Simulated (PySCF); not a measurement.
A structure optimised at PBE-D3(BJ)/def2-SVP, used in a PySCF frequency run:

```xyz
5

Rh     0.0000     0.0000     0.0000
O      0.9824     0.9824     0.9824
O     -0.9824     0.9824    -0.9824
O     -0.9824    -0.9824     0.9824
O      0.9824    -0.9824    -0.9824
```
Charge +1, spin multiplicity 1.

**Question.** Write its SMILES, formula and point group.

**Answer.** [O]=[Rh+](=[O])(=[O])=[O], O4Rh, Td

**Question.** What are its rotational constants (standard atomic weights)?

**Answer.** 4.0913, 4.0913, 4.0913 GHz
